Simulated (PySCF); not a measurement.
Si(H)(Me)2(SeH) (C2H8SeSi), SMILES C[SiH](C)[SeH].

Geometry: r2SCAN-D4/def2-SVP. The values are those of a single conformer.

Calculation: PySCF with PBE/def2-TZVP.

Isolated molecule, no solvent.

```yaml
total_energy: -2771.52847 hartree
point_group: Cs
highest_occupied_level: -5.64 eV
lowest_empty_level: -0.58 eV
orbital_gap: 5.06 eV
dipole_moment: 1.90 D
quadrupole, principal values (traceless, Buckingham form, about the centre of nuclear charge): -1.80, -0.26, 2.05 D·Å
mean_static_polarisability: 80.7 bohr³ (11.96 Å³)
polarisability_principal_values: 70.3, 77.3, 94.4 bohr³
```
